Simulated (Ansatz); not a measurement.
The cluster Si3N5⁻, relaxed as a singlet with RKS PBE0-D4/def2-SVPD in Ansatz, starting from the GFN2-xTB geometry. Force threshold 0.02 eV/Å.

The restricted singlet is unstable towards broken spin symmetry in Hartree–Fock (as tested in another run); at PBE0-D4/def2-SVPD this wasn't settled. The structure comes from a short search, and lower isomers may exist.

Start:

```xyz
8

Si    1.829    1.157    1.798
Si    0.032    0.189    0.338
Si   -1.781   -0.568   -2.053
N    -2.330   -0.973   -3.463
N    -1.345   -0.109   -0.522
N     0.659    1.743    0.746
N     1.969   -0.507    1.963
N     0.967   -0.931    1.193
```

(1) Estimate the energy that the relaxation releases and the steps that it takes.

(2) Does the start keep its bonding?

(3) Predict the relaxed structure.

## Answers

(1) 2.14 eV, in 16 steps; 54 s on 4 threads of Arm Neoverse V1 on a shared host. The force fell under the threshold at step 15, but the optimiser went on. No frequencies were taken in this run, so the end may be a saddle point.

(2) By distances, no bond broke or formed. The bond that changes most is Si1–N7, from 1.68 to 2.08 Å (atoms count from 1).

(3) 
Cartesian coordinates in Å:
```
Si 1.7510 1.5074 2.0997
Si 0.1832 0.2161 0.2172
Si -1.8566 -0.5761 -2.1817
N -2.8493 -0.9470 -3.3472
N -0.8266 -0.2237 -0.9695
N 0.6620 1.6942 0.8338
N 1.8200 -0.5678 2.0940
N 1.1163 -1.1031 1.2537
```
Bond lengths: 7 × N–Si 1.58 to 2.08 Å; 1 × N–N 1.22 Å.
